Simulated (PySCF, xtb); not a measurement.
C₂HF₄, SMILES F[CH]C(F)(F)F, multiplicity 2.

Harmonic wavenumbers (cm⁻¹) from GFN2-xTB (xtb 6.7.1) at its own minimum, in rising order: 34, 168, 209, 371, 389, 494, 500, 604, 825, 968, 1064, 1131, 1149, 1348, 3140.

What does B3LYP-D3(BJ)/def2-SVP (PySCF) give at its own minimum? (The exact figures need the calculation; the answer reports its results.)

76, 213, 325, 421, 487, 558, 609, 682, 874, 1159, 1207, 1234, 1288, 1467, 3215. Paired by order, the mean absolute difference is 95 cm⁻¹ and the zero-point energies are 17.7 and 19.7 kcal/mol.
